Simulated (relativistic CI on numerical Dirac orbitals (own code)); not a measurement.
# Energy levels of Ta⁴⁸⁺

Calculated at this level of theory: Dirac-Coulomb-Breit CI, orbitals from a KLI potential per configuration, model QED, unscaled Slater integrals (own radial code, finite nucleus).

Configuration list (outside the closed core [Ne]): 3s2 3p6 3d7, 3s2 3p5 3d8, 3s2 3p4 3d9, 3s 3p6 3d8, 3p6 3d9, 3s 3p5 3d9, 3s2 3p6 3d6 4s, 3s2 3p6 3d6 4p, 3s2 3p4 3d8 4s, 3s2 3p6 3d6 4d, 3s2 3p4 3d8 4p, 3s2 3p5 3d7 4s, 3s2 3p6 3d6 4f, 3s2 3p4 3d8 4d, 3s 3p5 3d8 4s, 3s2 3p5 3d7 4p, 3s 3p5 3d8 4p, 3s2 3p5 3d7 4d, 3s2 3p6 3d5 4s2, 3s 3p5 3d8 4d, 3s 3p6 3d7 4s, 3p6 3d8 4s, 3s2 3p6 3d5 4s 4p, 3s2 3p5 3d7 4f, 3p6 3d8 4p, 3s 3p6 3d7 4p, 3s2 3p6 3d6 5s, 3s2 3p6 3d5 4p2, 3s2 3p6 3d6 5p, 3p6 3d8 4d, 3s2 3p5 3d6 4s2, 3s2 3p6 3d6 5d, 3s2 3p6 3d6 5f, 3s 3p6 3d6 4s2, 3s2 3p5 3d7 5s, 3s2 3p6 3d6 6s. Levels of other configurations are missing.

The lowest level is 3s2 3p6 3d7 4F_9/2, with 59 % of that term; Hund's rules for 3s2 3p6 3d7 give 4F with J = 9/2, in agreement.

| No. | Configuration | Term | J | E (eV) | % | Next component (%) | Lifetime (s) |
| --- | --- | --- | --- | --- | --- | --- | --- |
| 1 | 3s2 3p6 3d7 | 4F | 9/2 | 0.000 | 59 | 35 2G |  |
| 2 | 3s2 3p6 3d7 | 2P | 3/2 | 12.526 | 50 | 27 2D |  |
| 3 | 3s2 3p6 3d7 | 2D | 5/2 | 19.418 | 51 | 23 4P | 3.31e-02 |
| 4 | 3s2 3p6 3d7 | 4F | 7/2 | 61.169 | 85 | 14 2G | 3.18e-07 |
| 5 | 3s2 3p6 3d7 | 2H | 9/2 | 68.145 | 36 | 36 4F | 5.37e-07 |
| 6 | 3s2 3p6 3d7 | 4P | 3/2 | 71.022 | 36 | 32 4F | 3.70e-07 |
| 7 | 3s2 3p6 3d7 | 4P | 5/2 | 73.181 | 58 | 23 4F | 6.40e-07 |
| 8 | 3s2 3p6 3d7 | 4P | 1/2 | 74.532 | 50 | 50 2P | 4.71e-07 |
| 9 | 3s2 3p6 3d7 | 2H | 11/2 | 76.435 | 100 |  | 6.31e-06 |
| 10 | 3s2 3p6 3d7 | 2F | 7/2 | 83.103 | 52 | 44 2G | 2.50e-06 |
| 11 | 3s2 3p6 3d7 | 2F | 5/2 | 87.979 | 63 | 29 2D | 1.22e-06 |
| 12 | 3s2 3p6 3d7 | 2D | 3/2 | 105.742 | 89 | 5 4F | 7.66e-07 |
| 13 | 3s2 3p6 3d7 | 4F | 5/2 | 129.739 | 62 | 32 2D | 1.65e-07 |
| 14 | 3s2 3p6 3d7 | 4P | 3/2 | 133.720 | 38 | 34 4F | 2.09e-07 |
| 15 | 3s2 3p6 3d7 | 2H | 9/2 | 138.498 | 59 | 36 2G | 3.18e-07 |
| 16 | 3s2 3p6 3d7 | 2P | 1/2 | 139.198 | 50 | 50 4P | 2.69e-07 |
| 17 | 3s2 3p6 3d7 | 2F | 7/2 | 141.717 | 46 | 42 2G | 3.13e-07 |
| 18 | 3s2 3p6 3d7 | 2D | 5/2 | 166.246 | 69 | 21 2F | 2.35e-07 |
| 19 | 3s2 3p6 3d7 | 2D | 3/2 | 204.217 | 53 | 24 4F | 1.19e-07 |
| 20 | 3p5 3d8(3F) | 4G° | 11/2 | 397.619 | 92 | 8 2H° | 9.03e-12 |
| 21 | 3p5 3d8(1D) | 2D° | 5/2 | 409.347 | 57 | 18 2F° | 2.55e-12 |
| 22 | 3p5 3d8(1D) | 2F° | 7/2 | 410.498 | 56 | 36 4D° | 4.48e-12 |
| 23 | 3p5 3d8(3F) | 4F° | 9/2 | 417.236 | 59 | 34 2G° | 9.50e-13 |
| 24 | 3p5 3d8(1D) | 2P° | 1/2 | 428.439 | 47 | 35 2S° | 7.97e-13 |
| 25 | 3p5 3d8(3F) | 4D° | 7/2 | 441.557 | 50 | 33 2F° | 4.59e-13 |
| 26 | 3p5 3d8(1S) | 2P° | 3/2 | 441.991 | 51 | 19 4D° | 1.79e-12 |
| 27 | 3p5 3d8(3F) | 2D° | 5/2 | 444.430 | 54 | 14 2F° | 8.33e-13 |
| 28 | 3p5 3d8(1S) | 2P° | 3/2 | 451.820 | 40 | 24 2D° | 5.10e-13 |
| 29 | 3p5 3d8(3F) | 4G° | 9/2 | 467.687 | 66 | 24 2G° | 2.73e-12 |
| 30 | 3p5 3d8(3P) | 4D° | 7/2 | 473.364 | 34 | 32 4F° | 1.79e-12 |

Energies count from the lowest computed level; ° marks odd parity; lifetimes are radiative, by E1, M1, E2, M2 decay to levels of this space only; some are left blank where a channel outside the calculation adds to the decay or the decay crosses a small, uncertain gap. Percentages are summed over parent terms; the parents shown are those of the largest component, closed shells are left out there.

The mean weight of the leading LS term, summed over parents, in these 30 levels is 57 %, and that of the leading jj configuration (from the same eigenvectors) 98 %, so jj coupling describes them better and the LS labels are nominal.

At this charge energies of transitions that change n are usually good to better than 1 %, and those within a shell (Δn = 0) to a few per cent.

LS names give the leading component of a level, which can be under half, so a name can repeat, a term be missing and a line seem to break the LS rules.
